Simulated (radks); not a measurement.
All-electron atom: the ruthenium ion Ru+ in [Kr] 4d(up 4.625, down 2.375) (fractional occupations, a model configuration). Method: scalar-relativistic Kohn-Sham, r2SCAN, spin-polarised, spherical densities, finite nucleus; meta-GGA in the generalised Kohn-Sham scheme; Fermi nuclear charge, rms radius 4.4809 fm; computed with a radial shooting solver on a logarithmic mesh with Libxc functionals.

Unscreened Slater integrals over Kohn-Sham orbitals (eV). They are taken over the spin-up orbitals.

integral    value
F0(4d,4d)  15.394
F2(4d,4d)  7.5537
F4(4d,4d)  4.8847
F0(4d,4p)  17.795
F2(4d,4p)  8.5265
G1(4d,4p)  10.574
G3(4d,4p)  6.4150
F0(4d,4s)  18.370
G2(4d,4s)  7.5679
F0(4p,4p)  21.611
F2(4p,4p)  11.350
F0(4p,4s)  22.647
G1(4p,4s)  15.364
F0(4s,4s)  23.864

Derived for the open shells (J is the average intra-shell exchange parameter used in DFT+U). 4d: Racah B = F2/49 - 5 F4/441 = 0.09877 eV, C = 35 F4/441 = 0.3877 eV, C/B = 3.92, F4/F2 = 0.647, J = (F2 + F4)/14 = 0.8885 eV.
